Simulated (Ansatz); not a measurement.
`[SiH3][SiH]1[O][AlH]1` + `[OH][Cd][Cl]` → `[SiH3][O][Cd][Cl]` + `[O]1[AlH][SiH2]1` at 500 K and 1 bar (cleavage of the Si–Si bond).

Program: Ansatz. Geometries: PBE0-D4/def2-TZVP. ΔE: electronic, gas phase. CBS: MP2 limit from def2 TZ/QZ plus the TZ coupled-cluster correction, frozen cores. Elements past krypton have def2 core potentials. For Cd outer-core shells are correlated without core-valence functions, which leaves a few kJ/mol of doubt a bond. Each species was taken in one conformer, which may not be the lowest.

| species | CCSD(T)/CBS energy (Eh) | H − E (kJ/mol) | S (J/(mol·K)) |
| --- | --- | --- | --- |
| `[SiH3][SiH]1[O][AlH]1` | -898.36956 | 163.8 | 411.8 |
| `[OH][Cd][Cl]` | -703.31715 | 63.9 | 333.1 |
| `[SiH3][O][Cd][Cl]` | -993.63708 | 119.7 | 419.4 |
| `[O]1[AlH][SiH2]1` | -608.08762 | 102.8 | 323.8 |

H − E and S are ideal-gas, rigid-rotor, harmonic terms from PBE0-D4/def2-TZVP, for one conformer and one mirror image of each species. 1 Eh = 2625.50 kJ/mol, R = 8.31446 J/(mol·K).

Problem. By hand: ΔE, ΔH, ΔS and ΔG.

Solution. ΔE = (-993.63708) + (-608.08762) − (-898.36956) − (-703.31715) = -0.03799 Eh = -99.7 kJ/mol. Δ(H − E) = 119.7 + 102.8 − 163.8 − 63.9 = -5.2, so ΔH = -104.9 kJ/mol. ΔS = 419.4 + 323.8 − 411.8 − 333.1 = -1.7 J/(mol·K). ΔG = -104.9 − 500 × (-1.7)/1000 = -104.1 kJ/mol.

Problem. By hand: the equilibrium constant, and the temperature at which ΔG would vanish if ΔH and ΔS stayed fixed.

Solution. log₁₀ K = −ΔG/(RT ln 10) = 10.9. ΔG = 0 at ΔH/ΔS = 61706 K, far beyond where these terms or the molecules hold.

The number of gas molecules stays the same, so ΔS is small and ΔH decides. A doubt of 5 kJ/mol in ΔE shifts log₁₀ K by 0.5 here. Other conformers and mirror images would add mixing entropy, several J/(mol·K) or more a flexible species. Modes under 60 cm⁻¹, often nearly free rotors, make the harmonic entropy too high. These are equilibria of isolated gas molecules and say nothing of rates. Largest T1 diagnostic: 0.016 (customary marks: 0.02 for closed shells, 0.045 for open ones).
